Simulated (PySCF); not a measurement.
Structure from 2D NMR

Compound of formula C7H10OSi. Correlations simulated from computed shifts and the bond graph:

HSQC (one-bond C–H):
```
  δH     δC
6.88  154.3
5.99  126.9
5.76  117.6
5.38  126.9
5.02  100.1
4.66  100.1
1.98   17.8
```

COSY cross peaks (H two or three bonds apart, from the bond graph; peaks can be absent where the dihedral angle is near 90°):
```
  δH    δH
6.88  5.02
6.88  4.66
5.99  5.38
5.02  4.66
4.56  1.98
```

HMBC (two and three bonds, from the bond graph):
```
  δH                                δC
6.88                      172.0, 100.1
5.99                      150.3, 117.6
5.76         172.0, 150.3, 126.9, 17.8
5.38                      150.3, 117.6
5.02                             154.3
4.66                             154.3
4.56  172.0, 150.3, 126.9, 117.6, 17.8
1.98               172.0, 150.3, 117.6
```

Carbons without hydrogens: δ 172.0, 150.3.

Calculated, not measured (PySCF 2.14): geometry from GFN2-xTB, GIAO PBE0/pcSseg-1 shieldings. No solvent, single conformer, non-relativistic Hamiltonian, equivalent nuclei averaged.

Shifts are taken against calculated references (same method and geometry level): 1H (31.72 ppm), 13C (186.93 ppm) vs TMS.

Exchangeable hydrogens are left out of these lists.

Work out the connectivity.

Results:

`C=COC1=CC(=C)[SiH2]C1`.

Atom-mapped SMILES (the numbers label the heavy atoms): `[CH2:1]=[CH:2][O:3][C:4]1=[CH:5][C:6](=[CH2:7])[SiH2:8][CH2:9]1` (H(Xn): hydrogen on atom n). Ha(C7) is cis to C5; Ha(C1) is cis to O3; Hb(C7) is trans to C5; Hb(C1) is trans to O3.

1. δC 172.0 is C4, an alkene carbon bearing oxygen.
2. δC 154.3 is C2, an alkene carbon bearing oxygen (δH 6.88).
3. δC 150.3 is C6, a fully substituted alkene carbon.
4. δC 126.9 is C7, a terminal =CH2 carbon (δH 5.99, 5.38).
5. δC 117.6 is C5, a β carbon of an enol-ether or enamine type C=C (δH 5.76).
6. δC 100.1 is C1, a β carbon of an enol-ether or enamine type C=C (δH 5.02, 4.66).
7. δC 17.8 is C9, an allylic sp3 CH2 bonded to Si (δH 1.98).
8. HMBC from δH 6.88 reaches the proton-free carbon C4.
9. HMBC from δH 5.99 reaches the proton-free carbon C6.
10. HMBC from δH 5.76 reaches the proton-free carbons C4, C6.
11. HMBC from δH 5.38 reaches the proton-free carbon C6.
12. COSY links 6.88–5.02, 6.88–4.66, 5.99–5.38, 5.02–4.66, 4.56–1.98.

The data come from this structure; uniqueness wasn't tested.

Shifts are as computed. Against solution values, carbons near 30 ppm lie about +3 ppm off and those near 130 ppm about +5 ppm. Of 1309 compounds with measured shifts, 239 miss one by over three times the rms of a fit or turn the order of signals round; such compounds aren't used in these exercises.
